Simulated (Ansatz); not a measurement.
`C[Si](N)(N)Cl` + HCl → `C[Si](N)(Cl)Cl` + NH₃ at 600 K and 1 bar (ligand exchange at the Si–N bond).

Program: Ansatz. Geometries: PBE0-D4/def2-TZVP. ΔE: electronic, gas phase. CCSD(T)/CBS adds triple-zeta CCSD(T) − MP2 to the extrapolated MP2 energy (def2 sets, frozen cores). This one scheme is used for every species. One conformer a species, not always the lowest.

```csv
species,CCSD(T)/CBS energy (Eh),H − E (kJ/mol),S (J/(mol·K))
`C[Si](N)(N)Cl`,-900.67889,313.0,471.0
HCl,-460.38127,35.4,207.2
`C[Si](N)(Cl)Cl`,-1304.56570,241.1,459.8
NH₃,-56.50880,112.4,219.5
```

H − E and S are ideal-gas, rigid-rotor, harmonic terms from PBE0-D4/def2-TZVP, for one conformer and one mirror image of each species. 1 Eh = 2625.50 kJ/mol, R = 8.31446 J/(mol·K).

By hand: ΔE, ΔH, ΔS and ΔG.

ΔE = (-1304.56570) + (-56.50880) − (-900.67889) − (-460.38127) = -0.01434 Eh = -37.6 kJ/mol. Δ(H − E) = 241.1 + 112.4 − 313.0 − 35.4 = 5.1, so ΔH = -32.5 kJ/mol. ΔS = 459.8 + 219.5 − 471.0 − 207.2 = 1.1 J/(mol·K). ΔG = -32.5 − 600 × (1.1)/1000 = -33.2 kJ/mol.

By hand: the equilibrium constant, and the temperature at which ΔG would vanish if ΔH and ΔS stayed fixed.

log₁₀ K = −ΔG/(RT ln 10) = 2.9. ΔH and −TΔS have one sign here, so there is no such temperature. One of them is within its doubt of zero, so this could turn.

The number of gas molecules stays the same, so ΔS is small and ΔH decides. A doubt of 5 kJ/mol in ΔE shifts log₁₀ K by 0.4 here. Other conformers and mirror images would add mixing entropy, several J/(mol·K) or more a flexible species. These are equilibria of isolated gas molecules and say nothing of rates. Largest T1 diagnostic: 0.009 (customary marks: 0.02 for closed shells, 0.045 for open ones).
